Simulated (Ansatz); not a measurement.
# CH5AlO2 (SMILES C[Al](O)O): methods side by side

The species is CH5AlO2 (9 atoms), meant as a singlet with charge 0. SMILES: `C[Al](O)O`. Geometry: optimised at r2SCAN/def2-SVP. This is one conformer, not always the lowest.

```
atom    x (Å)    y (Å)    z (Å)
   C  -0.0269   1.1054  -1.0302
  Al  -0.0028  -0.3076   0.2898
   O   0.9629  -1.6802  -0.0132
   O  -0.9404  -0.1263   1.7030
   H  -0.2236   0.7101  -2.0406
   H  -0.7877   1.8694  -0.8068
   H   0.9512   1.6137  -1.0801
   H   1.0952  -2.4583   0.5318
   H  -1.0280  -0.7264   2.4463
```

Each level gives the dissociation energy of the H8–O3 bond into doublet H and doublet CH4AlO2 (shapes relaxed at r2SCAN/def2-SVP, no zero-point term) (eV). The values are calculated.

| level | kind | program | value (eV) | less CCSD(T)/def2-SVP |
| --- | --- | --- | --- | --- |
| PBE/def2-SVP | GGA | Ansatz | 5.27 | +0.06 |
| r2SCAN/def2-SVP | meta-GGA | Ansatz | 5.25 | +0.04 |
| B3LYP/def2-SVP | global hybrid | Ansatz | 5.26 | +0.05 |
| PBE0-D4/def2-SVP | global hybrid | Ansatz | 5.26 | +0.05 |
| CAM-B3LYP/def2-SVP | range-separated hybrid | Ansatz | 5.33 | +0.12 |
| wB97M-V/def2-SVP | range-separated hybrid | Ansatz | 5.44 | +0.23 |
| B2PLYP/def2-SVP | double hybrid | Ansatz | 5.29 | +0.08 |
| RPA@PBE/def2-SVP | RPA | Ansatz | 5.05 | -0.16 |
| MP2/def2-SVP | perturbation theory | Ansatz | 5.37 | +0.16 |
| CCSD(T)/def2-SVP | coupled cluster or CI | Ansatz | 5.21 | 0.00 |

CCSD(T)/def2-SVP is the highest level here, not the true value. The values span 5.05 to 5.44 eV. Measured bond enthalpies also hold zero-point and thermal terms, a few tenths of an eV less.
